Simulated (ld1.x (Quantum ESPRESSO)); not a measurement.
**ytterbium (Yb) PAW: all-electron and pseudo phase curves**

* Element: ytterbium
* Generator: ld1.x (Quantum ESPRESSO) 7.5
* Type: PAW
* Functional: BP86
* Relativity: scalar-relativistic
* Frozen core: [Kr] 4d10
* Valence charge: 24
* Reference configuration: 4f14 5s2 5p6 5d0 6s1.75 6p0.25
* Partial waves: 5s (bound): rcut 2.05, rcutus 2.20 bohr; 6s (bound): rcut 2.05, rcutus 2.20 bohr; 5p (bound): rcut 1.95, rcutus 2.35 bohr; 6p (bound): rcut 1.95, rcutus 2.35 bohr; 5d (bound, empty): rcut 2.90, rcutus 3.15 bohr; 5d channel at 2.25 Ry: rcut 2.90, rcutus 3.15 bohr; 4f (bound): rcut 1.15, rcutus 1.35 bohr; 4f channel at 0.1 Ry: rcut 1.15, rcutus 1.35 bohr
* Local potential: all-electron potential smoothed inside 2.80 bohr (lloc = -1)
* Core correction: Bessel-smoothed model core inside 1.40 bohr
* Augmentation charge: BESSEL, radius 0.95 bohr

The phase is arctan(r·u′/u) with u = r·R(r), unwrapped; energies in Ry, scanned from -6 to 5 Ry. A pole is an energy at which the radial function vanishes at the test radius. The pseudo phase is shifted by a multiple of π to meet the all-electron one at the reference energy, and phase errors are pseudo minus all-electron; the curves can meet again beyond the range given. Levels narrower than the energy grid can be missing from the lists of poles.

| channel | radius (bohr) | reference energy (Ry) | poles, all-electron | poles, pseudo | unbroken range about the reference energy with phases within 0.05 rad | phase error 1 Ry above the reference energy (rad) |
| --- | --- | --- | --- | --- | --- | --- |
| s | 3.39 | -0.32 | -4.06, 1.00 | -4.06, 0.99 | -4.1 to 2.8 | -0.001 |
| p | 3.39 | -0.10 | -2.02, 2.05 | -2.02, 2.02 | below 3.5 | -0.002 |
| d | 3.39 | -0.08 | 0.39, 4.01 | 0.39, 3.48 | below 3.4 | +0.001 |
| f | 3.39 | -0.26 | -0.25, 2.67 | -0.25, 2.71 | below 3.8 | +0.000 |

Phases in the p channel:

```json
{"E (Ry)": "-6.00", "all-electron": "1.445", "pseudo": "1.445"}
{"E (Ry)": "-5.74", "all-electron": "1.442", "pseudo": "1.442"}
{"E (Ry)": "-5.48", "all-electron": "1.439", "pseudo": "1.439"}
{"E (Ry)": "-5.22", "all-electron": "1.435", "pseudo": "1.435"}
{"E (Ry)": "-4.96", "all-electron": "1.431", "pseudo": "1.431"}
{"E (Ry)": "-4.70", "all-electron": "1.427", "pseudo": "1.427"}
{"E (Ry)": "-4.44", "all-electron": "1.422", "pseudo": "1.422"}
{"E (Ry)": "-4.18", "all-electron": "1.417", "pseudo": "1.417"}
{"E (Ry)": "-3.92", "all-electron": "1.411", "pseudo": "1.411"}
{"E (Ry)": "-3.66", "all-electron": "1.404", "pseudo": "1.404"}
{"E (Ry)": "-3.40", "all-electron": "1.396", "pseudo": "1.396"}
{"E (Ry)": "-3.14", "all-electron": "1.386", "pseudo": "1.386"}
{"E (Ry)": "-2.88", "all-electron": "1.374", "pseudo": "1.374"}
{"E (Ry)": "-2.62", "all-electron": "1.356", "pseudo": "1.356"}
{"E (Ry)": "-2.36", "all-electron": "1.322", "pseudo": "1.322"}
{"E (Ry)": "-2.10", "all-electron": "0.693", "pseudo": "0.688"}
{"E (Ry)": "-1.84", "all-electron": "-1.746", "pseudo": "-1.746"}
{"E (Ry)": "-1.58", "all-electron": "-1.794", "pseudo": "-1.794"}
{"E (Ry)": "-1.32", "all-electron": "-1.829", "pseudo": "-1.829"}
{"E (Ry)": "-1.06", "all-electron": "-1.868", "pseudo": "-1.868"}
{"E (Ry)": "-0.80", "all-electron": "-1.919", "pseudo": "-1.919"}
{"E (Ry)": "-0.54", "all-electron": "-1.995", "pseudo": "-1.995"}
{"E (Ry)": "-0.28", "all-electron": "-2.126", "pseudo": "-2.126"}
{"E (Ry)": "-0.02", "all-electron": "-2.391", "pseudo": "-2.391"}
{"E (Ry)": "0.24", "all-electron": "-3.011", "pseudo": "-3.012"}
{"E (Ry)": "0.50", "all-electron": "-3.848", "pseudo": "-3.850"}
{"E (Ry)": "0.76", "all-electron": "-4.273", "pseudo": "-4.275"}
{"E (Ry)": "1.02", "all-electron": "-4.462", "pseudo": "-4.464"}
{"E (Ry)": "1.28", "all-electron": "-4.564", "pseudo": "-4.566"}
{"E (Ry)": "1.54", "all-electron": "-4.630", "pseudo": "-4.632"}
{"E (Ry)": "1.80", "all-electron": "-4.676", "pseudo": "-4.680"}
{"E (Ry)": "2.06", "all-electron": "-4.714", "pseudo": "-4.718"}
{"E (Ry)": "2.32", "all-electron": "-4.746", "pseudo": "-4.752"}
{"E (Ry)": "2.58", "all-electron": "-4.776", "pseudo": "-4.784"}
{"E (Ry)": "2.84", "all-electron": "-4.807", "pseudo": "-4.819"}
{"E (Ry)": "3.10", "all-electron": "-4.841", "pseudo": "-4.860"}
{"E (Ry)": "3.36", "all-electron": "-4.883", "pseudo": "-4.915"}
{"E (Ry)": "3.62", "all-electron": "-4.939", "pseudo": "-5.000"}
{"E (Ry)": "3.88", "all-electron": "-5.025", "pseudo": "-5.164"}
{"E (Ry)": "4.14", "all-electron": "-5.181", "pseudo": "-5.610"}
{"E (Ry)": "4.40", "all-electron": "-5.551", "pseudo": "-6.739"}
{"E (Ry)": "4.66", "all-electron": "-6.457", "pseudo": "-7.366"}
{"E (Ry)": "4.92", "all-electron": "-7.196", "pseudo": "-7.574"}
```
